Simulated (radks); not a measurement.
Values are calculated unless marked as measured or tabulated.
Q: Ionisation of neutral bismuth, [Hg] 6p3, to Bi+, [Hg] 6p2, under several functionals. Dirac Kohn-Sham, spin-unpolarised, spherical densities, finite nucleus; open shells are shared between the two j in proportion to 2j + 1; a radial shooting solver on a logarithmic mesh with Libxc functionals. The NIST Atomic Spectra Database gives 7.286 eV (measured). Rank these functionals by the error of their Delta-SCF ionisation energy: PBE; exchange-only B88; LDA (Slater exchange, Perdew-Zunger correlation); revPBE.

A: From best to worst: exchange-only B88 7.289 eV (+0.003); revPBE 7.990 eV (+0.704); PBE 8.062 eV (+0.776); LDA (Slater exchange, Perdew-Zunger correlation) 8.307 eV (+1.022). Spin polarisation and multiplet splitting are left out, so open shells lie too high by an amount that depends on their filling. Sharing an open shell by 2j + 1 raises it above the true ground level by a part of the spin-orbit splitting, which enters the differences from NIST.

Beside tabulated values, note that spin-unpolarised runs miss the spin-polarisation part of the exchange energy of open shells.
